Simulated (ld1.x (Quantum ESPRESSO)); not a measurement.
## Configuration tests for fluorine (F) (ultrasoft)

```json
{
 "Element": "F",
 "Generator": "ld1.x (Quantum ESPRESSO) 7.5",
 "Type": "ultrasoft",
 "Functional": "PBE",
 "Relativity": "scalar-relativistic",
 "Frozen core": "[He]",
 "Valence charge": "7",
 "Reference configuration": "2s1.75 2p5.25",
 "Partial waves": "2s (bound): rcut 0.55, rcutus 0.75 bohr; 2s channel at 0.05 Ry: rcut 0.55, rcutus 0.75 bohr; 2p (bound): rcut 1.50, rcutus 1.60 bohr; 2p channel at 4.35 Ry: rcut 1.50, rcutus 1.60 bohr; 3d channel at 0.05 Ry: rcut 1.00, rcutus 1.30 bohr; 3d channel at 0.55 Ry: rcut 1.00, rcutus 1.30 bohr",
 "Local potential": "all-electron potential smoothed inside 1.55 bohr (lloc = -1)",
 "Core correction": "Bessel-smoothed model core inside 0.75 bohr",
 "Augmentation charge": "PSQ, inside the norm-conserving radii"
}
```

Energies are relative to the spin-unpolarised reference configuration 2s1.75 2p5.25; without spin polarisation the order of configurations can differ from experiment. The frozen-core shift is the all-electron ΔE with the core orbitals held at their reference shape minus the fully relaxed ΔE.

| valence configuration | charge | ΔE all-electron (eV) | error AE − PS (meV) | frozen-core shift (meV) |
| --- | --- | --- | --- | --- |
| 2s2 2p5 | 0 | -4.699 | +0.7 | 0.0 |
| 2s2 2p3 | +2 | 53.076 | +6.2 | +0.8 |
| 2s1 2p6 | 0 | 14.115 | +6.6 | +0.3 |
| 2s2 2p2 | +3 | 113.714 | +141 | +4.1 |
| 2s2 2p5.3 | -0.3 | -7.368 | -1.6 | 0.0 |
| 2s1 2p5 | +1 | 33.794 | -33 | +0.4 |

Q: What are ΔE and the potential's error for 2s2 2p4?

A: ΔE = 14.692 eV all-electron; the error (AE − PS) is -3.4 meV.

Levels in the configuration 2s1 2p6:

| level | all-electron (eV) | pseudo (eV) |
| --- | --- | --- |
| 2s | -30.379 | -30.376 |
| 2p | -11.540 | -11.555 |
